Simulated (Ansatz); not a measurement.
Consider the redistribution: `F[SiH](F)[SiH3]` + `CCBSC` → `CCBS[SiH3]` + `C[SiH](F)F`.

Gas-phase electronic energies from Ansatz, PBE0-D4/def2-TZVP geometries. CCSD(T)/CBS adds triple-zeta CCSD(T) − MP2 to the extrapolated MP2 energy (def2 sets, frozen cores). DFT in def2-TZVPP. One conformer a species, not always the lowest.

Problem. Is it downhill or uphill in electronic energy at CCSD(T)/CBS, and by how much? (Estimate.)

Solution. Computed: Downhill: ΔE = -30.6 kcal/mol.

Problem. What do these levels give: PBE-D4, r2SCAN-D4, PBE0-D4, HF/def2-TZVPP, SCS-MP2/def2-TZVPP, HF/CBS(def2)? (Estimate.)

Solution. The calculation gave: PBE-D4 -26.3, r2SCAN-D4 -29.9, PBE0-D4 -28.4, HF/def2-TZVPP -32.5, SCS-MP2/def2-TZVPP -31.9, HF/CBS(def2) -32.5 kcal/mol.

Largest T1 diagnostic among the species: 0.013.

From PBE to PBE0 (25 % exact exchange), in def2-TZVPP and without D4, ΔE moves by −2.1 kcal/mol.
